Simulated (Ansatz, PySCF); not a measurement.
C2H6BClFN, SMILES ClB(F)N(C)C. Atoms are numbered in the order given.

```xyz
12

B      0.3451    -0.4538    -0.0083
F      1.0357    -1.3284    -0.7450
Cl     0.4319    -0.6491     1.7616
N     -0.4011     0.5557    -0.6206
C     -0.4461     0.6812    -2.0691
C     -1.1832     1.5522     0.0864
H     -1.4830     0.5887    -2.4396
H     -0.0634     1.6668    -2.3904
H      0.1631    -0.0995    -2.5399
H     -0.8296     2.5712    -0.1538
H     -2.2481     1.4926    -0.2027
H     -1.1066     1.4024     1.1693
```
Charge 0, spin multiplicity 1.

Coordinates come from a B3LYP-D3(BJ)/def2-SVP optimisation. One conformer was computed; it need not be the lowest.

Two levels are set side by side: PBE-D3(BJ)/def2-SVP (Ansatz, a quantum-chemistry and plane-wave program) and B3LYP-D3(BJ)/def2-SVP (Ansatz). Each level has its own optimised geometry; the coordinates shown are those of the second. Frequencies come from the Hessian of PySCF at each geometry. Differences are taken from unrounded values.

```
quantity                            B3LYP-D3(BJ)
----------------------------------  ------------
mean bond length (Å)                       1.276
bond B1–F2 (Å)                             1.336
bond B1–Cl3 (Å)                            1.783
bond B1–N4 (Å)                             1.397
bond N4–C5 (Å)                             1.455
bond N4–C6 (Å)                             1.451
bond C5–H7 (Å)                             1.105
bond C5–H8 (Å)                             1.105
bond C5–H9 (Å)                             1.096
bond C6–H10 (Å)                            1.105
bond C6–H11 (Å)                            1.105
bond C6–H12 (Å)                            1.096
highest harmonic wavenumber (cm⁻¹)          3167
mean harmonic wavenumber (cm⁻¹)             1338
zero-point energy (kcal/mol)               57.37
```

### Question
What does PBE-D3(BJ) give, and how far is it from B3LYP-D3(BJ)? (An estimate is asked for; the answer gives what the named calculation found.)

### Answer

| quantity | PBE-D3(BJ) | PBE-D3(BJ) minus B3LYP-D3(BJ) |
|---|---|---|
| mean bond length (Å) | 1.282 | 0.006 |
| bond B1–F2 (Å) | 1.345 | 0.009 |
| bond B1–Cl3 (Å) | 1.784 | 0.001 |
| bond B1–N4 (Å) | 1.406 | 0.010 |
| bond N4–C5 (Å) | 1.455 | 0.001 |
| bond N4–C6 (Å) | 1.451 | 0.001 |
| bond C5–H7 (Å) | 1.113 | 0.008 |
| bond C5–H8 (Å) | 1.113 | 0.008 |
| bond C5–H9 (Å) | 1.104 | 0.008 |
| bond C6–H10 (Å) | 1.113 | 0.008 |
| bond C6–H11 (Å) | 1.113 | 0.008 |
| bond C6–H12 (Å) | 1.104 | 0.009 |
| highest harmonic wavenumber (cm⁻¹) | 3101 | -66 |
| mean harmonic wavenumber (cm⁻¹) | 1303 | -35 |
| zero-point energy (kcal/mol) | 55.86 | -1.50 |

GGA bonds tend to be longer and softer than those of functionals with exact exchange. Differences between two approximate levels are no errors against the true value.
